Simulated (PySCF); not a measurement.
C3H5B.
Numbering: `[BH2:1][C:2]#[C:3][CH3:4]` (hydrogens: H5, H6 on B1; H7, H8, H9 on C4)

Geometry (PBE0-D3(BJ)/def2-SVP, Å), atoms numbered from 1 in this order:
```xyz
9
C3H5B angstrom
B      2.3464   -0.0740    0.0758
C      0.8461   -0.0594    0.0198
C     -0.3772   -0.0485   -0.0274
C     -1.8241   -0.0333   -0.0770
H      2.9771   -0.7861   -0.6698
H      2.9349    0.6259    0.8662
H     -2.2399   -0.4222    0.8664
H     -2.1970    0.9965   -0.1957
H     -2.2174   -0.6443   -0.9041
```

All values: PBE0/pcSseg-1 and wB97X-D/def2-SVPD (PySCF, non-relativistic), on one gas-phase PBE0-D3(BJ)/def2-SVP geometry that isn't relaxed in the solvent. The solvent is an IEF-PCM continuum (cavity from Bondi-type radii × 1.2). The model holds no explicit solvent molecules, cavitation or dispersion.

Gas phase at PBE0/pcSseg-1: HOMO -7.46 eV, LUMO -2.03 eV, dipole 2.28 D.

What does the continuum do to the energy, the frontier levels and the dipole at PBE0/pcSseg-1 in cyclohexane and chloroform?

```tsv
solvent	ε	E(solvent) − E(gas) (kcal/mol)	polarisation term (kcal/mol)	distortion of the solute (kcal/mol)	HOMO (eV)	LUMO (eV)	dipole (D)
cyclohexane	2.017	-1.08	-1.16	0.08	-7.49	-2.06	2.57
chloroform	4.711	-1.95	-2.20	0.25	-7.53	-2.10	2.79
```

Polarisation term: ½ Σ q·V over the induced surface charges. Distortion: the rise of the solute's own energy as its density leaves the gas-phase optimum. From cyclohexane to chloroform the lowering changes by a factor 1.80, Onsager's factor (ε − 1)/(2ε + 1) by 1.76 and ε itself by 2.3.

Which radius a makes the point-dipole formula ΔE = −[(ε − 1)/(2ε + 1)]·μ²/a³ give the value in chloroform, with the gas-phase dipole?

μ = 0.897 au and |ΔE| = 0.00310 Eh give a = 2.39 Å; the farthest nucleus lies 3.11 Å from the centroid of the nuclei, so such a sphere wouldn't even hold the nuclei. The formula assumes a rigid point dipole at the centre of a sphere.

Give the dipole vector in the frame of the coordinates (D, pointing from negative to positive charge), gas and chloroform.

Gas (-2.28, 0.05, -0.03), solvent (-2.79, 0.06, -0.04). Its length changes by +22 % and its direction by less than 1°.

Which ESP-fitted charges (PBE0/pcSseg-1) respond most in chloroform (means over atoms taken as equivalent)?

```tsv
atoms	environment	gas (e)	solvent (e)	change
C2	alkyne carbon	-0.482	-0.505	-0.023
H7/H8/H9	methyl hydrogen	+0.185	+0.197	+0.012
C4	propargylic carbon	-0.519	-0.525	-0.006
C3	alkyne carbon	+0.243	+0.239	-0.004
H5/H6	B–H hydrogen	-0.141	-0.143	-0.002
B1	three-coordinate boron	+0.488	+0.487	-0.001
```

Which Mayer bond orders change most in chloroform?

```tsv
bond	length (Å)	gas	solvent	change
C2–C3	1.224	2.443	2.426	-0.017
B1–C2	1.501	1.212	1.221	+0.009
C3–C4	1.448	1.179	1.187	+0.008
C4–H7	1.102	0.917	0.909	-0.008
C4–H8	1.102	0.919	0.912	-0.007
C4–H9	1.101	0.925	0.920	-0.005
B1–H5	1.209	0.954	0.954	0.000
B1–H6	1.209	0.953	0.953	0.000
```

How do the nuclear quadrupole coupling constants eQVzz/h respond in chloroform?

| nucleus | Q (barn) | gas (MHz) | solvent (MHz) | η gas | η solvent |
| --- | --- | --- | --- | --- | --- |
| 11B at B1 | 0.04059 | 5.45 | 5.42 | 0.09 | 0.08 |

Gas phase at wB97X-D/def2-SVPD: HOMO -9.30 eV, LUMO -0.17 eV, dipole 2.16 D.

What does the continuum do to the energy, the frontier levels and the dipole at wB97X-D/def2-SVPD in cyclohexane and chloroform?

| solvent | ε | E(solvent) − E(gas) (kcal/mol) | polarisation term (kcal/mol) | distortion of the solute (kcal/mol) | HOMO (eV) | LUMO (eV) | dipole (D) |
| --- | --- | --- | --- | --- | --- | --- | --- |
| cyclohexane | 2.017 | -1.05 | -1.13 | 0.08 | -9.33 | -0.19 | 2.43 |
| chloroform | 4.711 | -1.90 | -2.15 | 0.25 | -9.36 | -0.23 | 2.65 |

How does the static polarisability (wB97X-D/def2-SVPD, frozen core, with the continuum's full static response) change?

```csv
medium,isotropic (au),principal values (au),⟨r²⟩ of the electrons (bohr²)
gas,54.1,"37.1, 40.9, 84.2",376.8
cyclohexane,60.3,"40.8, 45.2, 94.7",376.5
chloroform,65.8,"44.6, 49.6, 103.1",376.3
```

The isotropic value in chloroform is 1.22 times the gas-phase one; no cavity-field correction is applied. ⟨r²⟩ is taken about the centre of nuclear charge.

The run took about 8 s of CPU time (one thread, shared machine). This is the whole shielding run at PBE0/pcSseg-1 in chloroform, SCF included.

wB97X-D is run here without its empirical dispersion term; that term would change no orbital, density or response property at a fixed geometry.
